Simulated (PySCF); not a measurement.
Positional isomers: propene cyano+boryl. Isolated molecules, 0 K electronic values unless said otherwise. One relaxed conformer stands for each flexible species; it need not be the lowest. Strings in code marks are SMILES.

Method: CAM-B3LYP-D3(BJ)/def2-TZVP run with PySCF 2.14.0. All candidates: neutral, multiplicity 1. Excitations are Tamm–Dancoff values on a coarser integration grid. The basis has no diffuse functions, so Rydberg states are missing or too high.

```json
{
 "T1 excitation (TDA)": "3.43 eV",
 "HOMO": "-9.59 eV",
 "S1 excitation (TDA)": "5.62 eV"
}
```

Say which member has these values.
(A) `B/C(C#N)=C/C`
(B) `B/C=C\CC#N`
(C) `B/C=C(\C)C#N`
(D) `B/C(C)=C\C#N`

A, `B/C(C#N)=C/C`. The others give `B/C=C(\C)C#N`: 3.10 eV, -9.77 eV, 5.16 eV; `B/C(C)=C\C#N`: 3.05 eV, -9.56 eV, 5.09 eV; `B/C=C\CC#N`: 3.54 eV, -10.05 eV, 5.29 eV
